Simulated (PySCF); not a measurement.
A structure optimised at PBE-D3(BJ)/def2-SVP, used in a PySCF frequency run:

```xyz
10

Te    -0.0389    -0.1019     0.8549
S      1.3833     0.7282    -0.9600
C      1.7839    -0.8020    -1.8782
H      2.3614    -1.5125    -1.2567
H      2.4111    -0.4759    -2.7334
H      0.8715    -1.2923    -2.2695
Si    -2.0728     0.0976    -0.6293
H     -1.8543    -0.7054    -1.8822
H     -2.3232     1.5336    -0.9908
H     -3.2600    -0.4546     0.1161
```
Charge 0, spin multiplicity 1.

Question: Write its SMILES and formula.

Answer: CS[Te][SiH3], CH₆SSiTe

Question: What are its rotational constants (standard atomic weights)?

Answer: 2.6518, 1.5832, 1.1378 GHz
